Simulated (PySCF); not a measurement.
F4Ta, doublet, geometry from GFN2-xTB (such geometries of metal compounds can be far from the true shape) (the multiplicity is a formal guess) (core potentials on Ta); DF-SVWN5/def2-TZVP run with PySCF.

The PySCF input:
```python
from pyscf import gto, scf, dft

mol = gto.M(
    atom='''
Ta    0.000000    0.000000   -0.000000
F     0.518867    1.166942   -1.289565
F     0.103893   -1.250268    1.311484
F    -0.441613   -1.253824   -1.235661
F    -0.181148    1.337150    1.213741
''',
    basis='def2-tzvp',
    ecp={'Ta': 'def2-tzvp'},
    charge=0,
    spin=1,
    verbose=5,
)

mf = dft.UKS(mol)
mf.xc = 'lda,vwn'
mf.grids.radi_method = dft.radi.mura_knowles
mf = mf.density_fit(auxbasis='def2-universal-jkfit')
mf.kernel()
```

### Question
Predict the main parts of the log of this PySCF run.

### Answer

```
PySCF version 2.14.0

[INPUT] verbose = 5
[INPUT] max_memory = 4000
[INPUT] num. atoms = 5
[INPUT] num. electrons = 49
[INPUT] charge = 0
[INPUT] spin (= nelec alpha-beta = 2S) = 1
[INPUT] symmetry False subgroup None
[INPUT] Mole.unit = angstrom
[INPUT] Symbol           X                Y                Z      unit          X                Y                Z       unit  Magmom
[...]
[INPUT] ---------------- BASIS SET ----------------
[INPUT] l, kappa, [nprim/nctr], expnt,             c_1 c_2 ...
[INPUT] F
[...]
                                5318.4728983      0.0016700686527
                                1210.4810975      0.0086733211476
                                342.8551814       0.035049933175
                                112.01943181      0.11165320133
                                40.714740248      0.25988506647
[...]
                                6.503818674       0.24998238551
[...]
                                18.594010743      0.04430314353
                                5.6867902653      0.16867248708
                                1.9511006294      0.36166346255
[...]
[INPUT] Ta
[...]
                                18.721372549      -0.74670795514
                                11.5              3.4071363897
                                10.35             -2.8175487609
[...]
                                12.008186536      0.10336287365
                                5.0278760583      -0.28526521696
                                1.1937124184      0.51790141155
[...]
                                1.4528884813      0.18558319471
                                0.61042908544     0.42959071631
[...]
nuclear repulsion = 226.253602841501
number of shells = 58
number of NR pGTOs = 246
number of NR cGTOs = 164
basis = def2-tzvp
ecp = {'Ta': 'def2-tzvp'}

******** <class 'pyscf.df.df_jk.DFUKS'> ********
method = DFUKS
initial guess = minao
damping factor = 0
level_shift factor = 0
DIIS = <class 'pyscf.scf.diis.CDIIS'>
diis_start_cycle = 1
diis_space = 8
diis_damp = 0
SCF conv_tol = 1e-09
SCF conv_tol_grad = None
SCF max_cycles = 50
direct_scf = False
number electrons alpha = 25  beta = 24
XC library pyscf.dft.libxc version 7.1.2
    S. Lehtola, C. Steigemann, M. J. T. Oliveira, and M. A. L. Marques,  SoftwareX 7, 1–5 (2018)
XC functionals = lda,vwn
    P. A. M. Dirac,  Math. Proc. Cambridge Philos. Soc. 26, 376 (1930)
    F. Bloch,  Z. Phys. 57, 545 (1929)
    S. H. Vosko, L. Wilk, and M. Nusair,  Can. J. Phys. 58, 1200 (1980)
radial grids: Mura-Knowles [JCP 104, 9848 (1996); DOI:10.1063/1.471749] log3 quadrature radial grids
becke partition: Becke, JCP 88, 2547 (1988); DOI:10.1063/1.454033
pruning grids: <function nwchem_prune>
grids dens level: 3
symmetrized grids: False
atomic radii adjust function: <function treutler_atomic_radii_adjust>
small_rho_cutoff = 0
Set gradient conv threshold to 3.16228e-05
Density of valence part of ANO basis will be used as initial guess for Ta
atom Ta rad-grids = 100, ang-grids = [ 50  50  50  50  50  50  50  50  50  50  50  50  50  50  50  50  50  50
  50  50  50  50  50  50  50  50  50  50  50  50  50  50  50  50  50  50
  50  86  86  86  86  86  86  86  86  86  86  86  86  86  86  86  86  86
  86  86  86 350 350 350 350 350 350 350 350 350 350 350 350 350 434 434
 434 434 434 434 434 434 434 434 434 434 434 434 434 434 434 434 434 434
 350 350 350 350 350 350 350 350 350 350]
atom F rad-grids = 75, ang-grids = [ 50  50  50  50  50  50  50  50  50  50  50  50  50  50  50  50  50  50
  50  50  50  50  50  86  86  86  86  86  86  86  86  86  86 266 266 266
 266 266 266 266 302 302 302 302 302 302 302 302 302 302 302 302 302 302
 302 302 302 302 266 266 266 266 266 266 266 266 266 266 266 266 266 266
 266 266 266]
tot_boxes 1859, boxes in each direction [ 9 11 11]
Padding 4 grids
tot grids = 75624
nelec by numeric integration = [24.24277548 24.24277548]
num shells = 145, num cGTOs = 535
[...]
  6.66392901e+00  6.66400284e+00  6.67054870e+00  6.67387740e+00
  6.67388810e+00  6.68375878e+00  6.68380764e+00  6.68668653e+00
  6.68733040e+00  6.69221201e+00  6.69236702e+00  6.69243375e+00
  6.69261459e+00  6.69272844e+00  6.69316493e+00  6.69343171e+00
  6.69361106e+00  6.70400603e+00  6.70401586e+00  6.72153567e+00
  6.72649528e+00  6.72657888e+00  6.72674015e+00  6.72979512e+00
  6.75906299e+00  6.80884543e+00  6.80890233e+00  8.04747233e+00
  8.06059949e+00  8.06062885e+00  8.07759279e+00  8.07762609e+00
  8.08018983e+00  8.08542696e+00  8.09733399e+00  8.13011543e+00
  8.23994430e+00  8.23999082e+00  8.26895685e+00  8.30022986e+00
  8.34841318e+00  8.34846946e+00  8.43265662e+00  8.49074452e+00
  8.57733765e+00  8.67119787e+00  8.67122393e+00  3.50606192e+01
  4.07404242e+01  4.07404256e+01  5.65551890e+01  5.65551983e+01
  5.65954257e+01  5.67067279e+01  7.85444901e+01  6.77836561e+02]
  beta  mo_energy =
[-2.41198593e+01 -2.41198487e+01 -2.41198450e+01 -2.41198427e+01
 -2.67536013e+00 -1.49562229e+00 -1.49562219e+00 -1.45328768e+00
 -1.10173995e+00 -1.09835460e+00 -1.04932606e+00 -1.04932521e+00
 -4.89138757e-01 -4.74898794e-01 -4.67789368e-01 -4.42474328e-01
 -4.42473547e-01 -4.14836914e-01 -4.07394235e-01 -4.05034837e-01
 -4.05033483e-01 -3.91857368e-01 -3.91856445e-01 -3.78038365e-01
 -1.75027159e-01 -1.08109668e-01 -1.08109639e-01 -7.96642856e-02
 -6.62021640e-03  8.41746550e-03  6.10537979e-02  6.10538927e-02
  1.16970602e-01  1.81622653e-01  1.81622841e-01  1.85136923e-01
  1.96485121e-01  2.06756789e-01  2.30581324e-01  4.18052897e-01
  4.18053094e-01  5.01435421e-01  5.21642884e-01  5.36854124e-01
  5.71003789e-01  5.71004150e-01  5.86712975e-01  6.09047458e-01
  6.09047609e-01  6.38186205e-01  6.44081574e-01  6.93030085e-01
  6.93030287e-01  7.48196980e-01  7.75295648e-01  8.36399932e-01
  8.36400025e-01  8.80842597e-01  8.82971341e-01  9.36310989e-01
  9.56507922e-01  9.57696769e-01  9.57697171e-01  9.92983800e-01
  9.92983872e-01  1.01904628e+00  1.27076336e+00  1.27076354e+00
  1.27114111e+00  1.40277640e+00  1.55557146e+00  1.82040812e+00
  1.82514138e+00  1.83752614e+00  1.83752649e+00  1.87322911e+00
  1.87322974e+00  1.91850225e+00  1.92419485e+00  1.98314019e+00
  2.13208468e+00  2.13208539e+00  2.18461189e+00  2.25774274e+00
  2.30254555e+00  2.30254708e+00  2.41047510e+00  2.44967176e+00
  2.51367115e+00  2.51367180e+00  2.52707275e+00  3.06181123e+00
  3.07814728e+00  3.08597808e+00  3.11860197e+00  3.11860305e+00
  3.12886240e+00  3.12886359e+00  3.28225233e+00  3.37701394e+00
  3.53074869e+00  3.54385381e+00  3.54386605e+00  3.85660991e+00
  3.97118573e+00  4.04408021e+00  4.04408749e+00  6.65539812e+00
  6.66348153e+00  6.66355538e+00  6.67004121e+00  6.67346271e+00
  6.67347260e+00  6.68336138e+00  6.68341051e+00  6.68630532e+00
  6.68688787e+00  6.69170317e+00  6.69191822e+00  6.69194849e+00
  6.69215710e+00  6.69224112e+00  6.69268932e+00  6.69295901e+00
  6.69312381e+00  6.70367693e+00  6.70375114e+00  6.72117659e+00
  6.72623141e+00  6.72631534e+00  6.72656508e+00  6.72954706e+00
  6.75888743e+00  6.80867086e+00  6.80872792e+00  8.04683583e+00
  8.06005315e+00  8.06008239e+00  8.07699934e+00  8.07703240e+00
  8.07989582e+00  8.08500213e+00  8.09671933e+00  8.12931452e+00
  8.23987517e+00  8.23992162e+00  8.26890326e+00  8.30033625e+00
  8.34806254e+00  8.34811895e+00  8.43249685e+00  8.49045751e+00
  8.57707419e+00  8.67109490e+00  8.67112094e+00  3.50803487e+01
  4.07484449e+01  4.07484463e+01  5.65549489e+01  5.65549582e+01
  5.65951692e+01  5.67065057e+01  7.85494347e+01  6.77837354e+02]
multiplicity <S^2> = 0.75168196  2S+1 = 2.0016813
nelec by numeric integration = [24.99999786 23.99999782]
E1 = -1103.2532408728366  E2 = 422.7961785327986  Ecoul = 468.7358223027273  Exc = -45.9396437699287
Extra cycle  E= -454.203459498537  delta_E= 8.3e-12  |g|= 5.07e-06  |ddm|= 2.95e-06
converged SCF energy = -454.203459498537  <S^2> = 0.75168196  2S+1 = 2.0016813
```
